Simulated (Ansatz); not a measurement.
`F[SiH2]O[SiH](F)F` + `N[SiH3]` → `F[SiH](F)N[SiH3]` + `O[SiH2]F`  (ligand exchange at the Si–O bond)

Gas-phase electronic energies from Ansatz, PBE0-D4/def2-TZVP geometries. CCSD(T)/CBS is the MP2 limit (def2-TZVPP, def2-QZVPP) plus CCSD(T) − MP2 in def2-TZVPP, frozen cores. This one scheme is used for every species. Functionals use def2-TZVPP. B3LYP here is the variant with VWN-RPA as its local correlation; programs differ in this. One conformer a species, not always the lowest.

`F[SiH2]O[SiH](F)F`:

Cartesian coordinates in Å:
```
F 0.200 1.924 1.632
Si 1.060 0.886 0.787
O 0.090 0.203 -0.326
Si -1.018 -0.833 -0.852
F -1.458 -1.790 0.326
F -0.374 -1.739 -1.973
H 2.118 1.634 0.084
H 1.572 -0.141 1.716
H -2.190 -0.144 -1.393
```

`N[SiH3]`:

Cartesian coordinates in Å:
```
N -0.466 -0.818 -0.503
Si 0.304 0.432 0.394
H -0.002 -1.212 -1.305
H -1.462 -0.785 -0.648
H 1.693 -0.005 0.687
H 0.390 1.763 -0.280
H -0.457 0.624 1.655
```

`F[SiH](F)N[SiH3]`:

```xyz
10

F     1.548    0.114    2.153
Si    1.400    0.145    0.573
F     2.669   -0.648    0.043
N    -0.019   -0.615    0.049
Si   -1.443    0.105   -0.633
H     1.443    1.541    0.120
H    -0.057   -1.618    0.184
H    -1.738   -0.468   -1.972
H    -1.174    1.559   -0.752
H    -2.629   -0.115    0.235
```

`O[SiH2]F`:

Z-matrix (Å, degrees):
```
Si
F 1 1.596
O 1 1.630 2 111.0
H 1 1.482 2 106.0 3 121.4
H 1 1.474 2 108.2 3 -116.3
H 3 0.958 1 119.1 2 71.8
```

| level | ΔE (kJ/mol) |
| --- | --- |
| PBE-D4 | 42.8 |
| B2PLYP | 52.6 |
| B3LYP | 53.6 |
| MP2/def2-TZVPP | 49.3 |

**Question.** What does CCSD(T)/CBS give? (Best estimate.)

**Answer.** Ansatz gave: +50.3 kJ/mol. The listed levels differ from it by -7.5, 2.3, 3.3, -1.0 kJ/mol.

Largest T1 diagnostic among the species: 0.012.

From PBE to PBE0 (25 % exact exchange), in def2-TZVPP and without D4, ΔE moves by +3.3 kJ/mol. In def2-TZVPP, CCSD(T) changes the Hartree–Fock value by −14.6 kJ/mol (the triples alone add −2.4 kJ/mol) and MP2 by −15.3 kJ/mol.

CCSD(T)/CBS has its own doubt, a few kJ/mol and more with outer-core shells, so smaller differences from it don't rank the levels.
